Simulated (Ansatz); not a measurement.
A run for Ansatz (a quantum-chemistry and plane-wave program): R-PBE/def2-TZVPP on BFH2Se2 (SMILES FB([SeH])[SeH]), a point of a torsion scan.

Ansatz 0.2 input:
```yaml
crystal:
  periodic: [false, false, false]
  atoms:
    - {symbol: F, position_ang: [0.28311036, 2.03263904, 0.31837401]}
    - {symbol: B, position_ang: [0.13556167, 0.76723249, -0.02467847]}
    - {symbol: Se, position_ang: [-1.66259452, 0.15161396, -0.41711631]}
    - {symbol: Se, position_ang: [1.68291087, -0.35756774, 0.10661104]}
    - {symbol: H, position_ang: [-2.32376341, 1.19440910, 0.31796133]}
    - {symbol: H, position_ang: [1.03275682, -1.59126649, -0.26702352]}
basis:
  gaussian:
    orbitals: def2-TZVPP
hamiltonian:
  xc: {name: PBE}
scf: {lower_state_search: off}
```

Program output:

```
WARN ansatz: RAYON_NUM_THREADS=1 ignored (pool sized by the plan → 1); use --threads N
Functional definition: PBE
these checks for a lower state are left out or cut short: stability, starts, cluster_reference, orbital_swaps, neighbouring_geometries, increment
integrals: 0.11 GiB planned
1217 factors; their error is unknown
mean field: 0.73 GiB planned
mean field evaluation 1: about -134103.2652 eV, gradient 3.8e1 eV
mean field evaluation 2: about -134096.3268 eV, gradient 7.1e1 eV
mean field evaluation 4: about -134105.8905 eV, gradient 4.1e0 eV
mean field evaluation 8: about -134105.8729 eV, gradient 1.9e-1 eV
mean field evaluation 16: about -134105.8729 eV, gradient 1.1e-5 eV
mean field -134105.87290922 eV, -4928.2999291883 hartree, gradient 3.8e-6 eV, S^2 0.000000; 0 other end points of the search recorded, 0 dependent functions left out
reference -134105.87294476 eV, -4928.2999304944 hartree; 42, 42 occupied and 144, 144 virtual orbitals, 1217 factors
Total energy: -134105.87294476 eV, -4928.2999304944 hartree
Checks for a lower state left out: stability, starts, cluster_reference, orbital_swaps, neighbouring_geometries, increment
```

The run converged.

Cost: around 1.4 core-seconds (rough).
